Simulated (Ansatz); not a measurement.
Consider the ligand exchange at the Si–S bond: `O[SiH2]S[SiH2][SiH3]` + `[OH][GeH2][OH]` → `O[SiH2][O][GeH2][OH]` + `[SiH3][SiH2]S`.

Isolated molecules relaxed with PBE0-D4/def2-TZVP in Ansatz; ΔE leaves out vibrations. CCSD(T)/CBS adds triple-zeta CCSD(T) − MP2 to the extrapolated MP2 energy (def2 sets, frozen cores). DFT in def2-TZVPP. B3LYP here is the variant with VWN-RPA as its local correlation; programs differ in this. For Ge outer-core shells are correlated without core-valence functions, which leaves a few kJ/mol of doubt a bond. Scalar relativity is left out up to krypton. Each species was taken in one conformer, which may not be the lowest.

```csv
species,B3LYP energy (Eh)
`O[SiH2]S[SiH2][SiH3]`,-1346.96038
`[OH][GeH2][OH]`,-2230.02092
`O[SiH2][O][GeH2][OH]`,-2596.10624
`[SiH3][SiH2]S`,-980.89903
```

Task: Work out ΔE.

Result: ΔE = (-2596.10624) + (-980.89903) − (-1346.96038) − (-2230.02092) = -0.02397 Eh = -0.65 eV. CCSD(T)/CBS gives -0.57 eV.

Largest T1 diagnostic among the species: 0.012.

From PBE to PBE0 (25 % exact exchange), in def2-TZVPP and without D4, ΔE moves by −0.06 eV. In def2-TZVPP, CCSD(T) changes the Hartree–Fock value by +0.23 eV (the triples alone add +0.05 eV) and MP2 by +0.28 eV.
